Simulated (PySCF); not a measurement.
**Correlation energy of P²⁺ (phosphorus, charge +2)**

[Ne] 3s2 3p1, 2P determinant. Computed with PySCF 2.14 in def2-TZVP (5s5p2d1f, 37 functions), with no relativity, point nucleus. Frozen: [Ne]; 3 electrons correlated.

MP2 pair energies summed by pair of shells (mhartree):

```json
{"pair": "3s-3s", "energy": "-24.66", "share (%)": "55.1"}
{"pair": "3s-3p", "energy": "-20.09", "share (%)": "44.9"}
```

Total MP2 correlation energy: -44.75 mhartree.

Same-spin part -2.80 and opposite-spin part -41.96 mhartree; SCS-MP2 scales them by 1/3 and 6/5 to -51.28 mhartree.

| level | correlation energy (mhartree) |
| --- | --- |
| CCSD | -63.98 |
| (T) | -1.00 |
| CCSD(T) | -64.98 |

Diagnostics: T1 = 0.012, D1 = 0.0273, largest double amplitude 0.109.

Problem. Is a single reference adequate?

Solution. Mostly. T1 lies below 0.03, but a double amplitude of this size points to a near-degeneracy that CCSD handles and MP2 describes poorly.
